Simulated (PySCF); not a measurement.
An unknown shows these calculated signals:

$^{1}$H NMR (400 MHz, computed): δ 6.54 (m, 1H), 6.40 (m, 1H), 4.28 (m, 1H), 1.53 (m, 1H), 1.27 (m, 1H), 1.04 (m, 1H), 0.91 (m, 1H), 0.89 (m, 1H), 0.67 (m, 1H).

$^{13}$C{$^{1}$H} NMR (computed): δ 148.9 (C), 133.2 (CH2), 33.1 (C), 19.3 (CH2), 14.3 (CH2), 9.4 (CH2).

PySCF 2.14 calculation with shielding tensors at PBE0/pcSseg-1 (GIAO) and GFN2-xTB structure; one conformer, no solvent, no relativistic terms.

δ = σ(ref) − σ, references computed at the same level: $^{1}$H, $^{13}$C against TMS.

Q: Which of these does the molecule contain: a three-membered ring, a (CH3)2CH unit, a nitrile, a CH3CH2 unit, a Si–H bond, a non-aromatic C=C double bond?

A: 
- A three-membered ring: yes.
- A (CH3)2CH unit: no.
- A nitrile: no.
- A CH3CH2 unit: no.
- A Si–H bond: yes (δH 4.28 (m)).
- A non-aromatic C=C double bond: yes.

The data belong to SMILES C=C1C[Si@H]1C1(Cl)CC1, C6H9ClSi; they needn't prove each group on their own.

Carbon signals by region: 2 in the sp2 and nitrile region (100–160 ppm), 4 below 50 ppm.

Carbons that carry Cl, above all several Cl atoms, come out too deshielded, partly because spin–orbit coupling is missing. Shifts are as computed. Against solution values, carbons near 30 ppm lie about +3 ppm off and those near 130 ppm about +5 ppm; carbons on Cl a further +6 ppm. Of 1309 compounds with measured shifts, 239 miss one by over three times the rms of a fit or turn the order of signals round; such compounds aren't used in these exercises. No couplings were computed; multiplicities are counted from neighbouring protons, with m where these are inequivalent, close in shift, in a saturated or five-membered ring or joined by F or P, and br s for small geminal =CH2 splittings.
